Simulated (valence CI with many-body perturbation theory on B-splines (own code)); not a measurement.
## From CI to CI+MBPT in Sc14+

Computed by relativistic CI+MBPT: five valence electrons over a frozen Dirac-Fock core [He], a basis of 9 s, 9 p, 8 d, 6 f, 3 g, 1 h functions for each j, with the one-electron correlation potential Σ1, the two-electron term Σ2, the three-electron term Σ3, Breit, model QED; selected CI, second order for the rest (own B-spline code, finite nucleus).

No measured levels were compared; by estimate levels of excited configurations hold to 0.05 to 0.15 % of their energy, terms of the ground configuration to about 0.5 %. Among the levels kept, up to 2000 cm⁻¹ of a level comes from second order outside the variational space, and about a tenth of that is noise between levels of different J, which matters for small intervals.

Each rung adds one term. CI alone is the Dirac-Coulomb CI over the frozen core; QED comes last and gives the full result, which names the levels. Energies are above 2s²2p³ ⁴S°_3/2 on the same rung, in Ry.

Names give the largest LS component (configuration and term), which can be under half, so a name can repeat, a term be missing and a line seem to break the LS rules; names also repeat where a configuration has a term twice. Letters in brackets count levels of one name in rising energy.

```csv
Level,CI alone,Σ1,Σ2,Σ3,Breit,QED,Full
2s²2p³ ²D°_3/2,1.007,+0.0001,+0.0041,-0.0032,+0.0075,-0.0003,1.016
2s²2p³ ²D°_5/2,1.124,+0.0004,+0.0036,-0.0031,-0.0115,+0.0002,1.113
2s²2p³ ²P°_1/2,1.682,+0.0002,+0.0076,-0.0042,+0.0018,-0.0002,1.687
2s²2p³ ²P°_3/2,1.835,+0.0007,+0.0068,-0.0040,-0.0093,+0.0005,1.829
2s2p⁴ ⁴P_5/2,5.061,-0.0105,-0.0048,-0.0033,+0.0028,-0.0137,5.031
2s2p⁴ ⁴P_3/2,5.290,-0.0100,-0.0046,-0.0033,+0.0024,-0.0132,5.262
2s2p⁴ ⁴P_1/2,5.394,-0.0099,-0.0043,-0.0034,-0.0008,-0.0130,5.363
2s2p⁴ ²D_3/2,6.978,-0.0100,-0.0082,-0.0078,+0.0028,-0.0136,6.942
2s2p⁴ ²D_5/2,7.010,-0.0099,-0.0080,-0.0077,-0.0042,-0.0134,6.966
2s2p⁴ ²S_1/2,8.069,-0.0099,-0.0066,-0.0099,+0.0135,-0.0137,8.043
2s2p⁴ ²P_3/2,8.419,-0.0102,-0.0234,-0.0135,+0.0024,-0.0140,8.360
2s2p⁴ ²P_1/2,8.739,-0.0095,-0.0209,-0.0131,-0.0046,-0.0130,8.678
2p⁵ ²P°_3/2,13.221,-0.0201,-0.0292,-0.0140,+0.0132,-0.0270,13.144
2p⁵ ²P°_1/2,13.601,-0.0194,-0.0288,-0.0140,-0.0002,-0.0261,13.513
2s²2p²3s ⁴P_1/2,38.751,+0.0163,+0.0041,-0.0070,-0.0059,+0.0035,38.762
2s²2p²3s ⁴P_3/2,38.940,+0.0168,+0.0038,-0.0069,-0.0147,+0.0041,38.944
2s²2p²3s ⁴P_5/2,39.139,+0.0171,+0.0042,-0.0070,-0.0305,+0.0045,39.128
2s²2p²3s ²P_1/2,39.181,+0.0167,+0.0015,-0.0069,-0.0126,+0.0040,39.184
2s²2p²3s ²P_3/2,39.404,+0.0170,+0.0019,-0.0072,-0.0274,+0.0044,39.393
2s²2p²3s ²D_5/2,39.940,+0.0174,+0.0054,-0.0089,-0.0293,+0.0047,39.929
2s²2p²3s ²D_3/2,39.964,+0.0174,+0.0050,-0.0088,-0.0296,+0.0048,39.953
2s²2p²3p ⁴D°_1/2 [a],40.123,+0.0143,+0.0023,-0.0071,-0.0037,-0.0001,40.129
2s²2p²3p ⁴D°_1/2 [b],40.272,+0.0148,+0.0019,-0.0069,-0.0108,+0.0005,40.272
2s²2p²3p ⁴D°_3/2,40.289,+0.0145,+0.0021,-0.0069,-0.0069,+0.0001,40.292
2s²2p²3p ⁴D°_5/2,40.461,+0.0149,+0.0016,-0.0069,-0.0162,+0.0007,40.456
2s²2p²3p ⁴P°_3/2,40.503,+0.0147,+0.0023,-0.0070,-0.0150,+0.0004,40.498
2s²2p²3p ⁴P°_1/2,40.537,+0.0149,+0.0020,-0.0069,-0.0170,+0.0007,40.531
2s²2p²3p ⁴P°_5/2,40.627,+0.0149,+0.0028,-0.0072,-0.0250,+0.0007,40.613
2s²2p²3p ⁴D°_7/2,40.650,+0.0152,+0.0021,-0.0070,-0.0319,+0.0011,40.629
2s²2p²3p ²D°_3/2 [a],40.685,+0.0149,+0.0025,-0.0073,-0.0169,+0.0007,40.679
2s²2p²3s ²S_1/2,40.815,+0.0172,+0.0116,-0.0108,-0.0197,+0.0041,40.817
```

The middle columns are the shifts that each term adds.

Question: How does the ionisation energy move along the ladder, and which term matters most?

Answer: CI alone 925.89, + Σ1 926.13, + Σ2 926.16, + Σ3 926.07, + Breit 925.94, + QED 925.95 eV. The largest step is Σ1, 0.25 eV. NIST lists 926.5 ± 0.7 eV (semi-empirical).
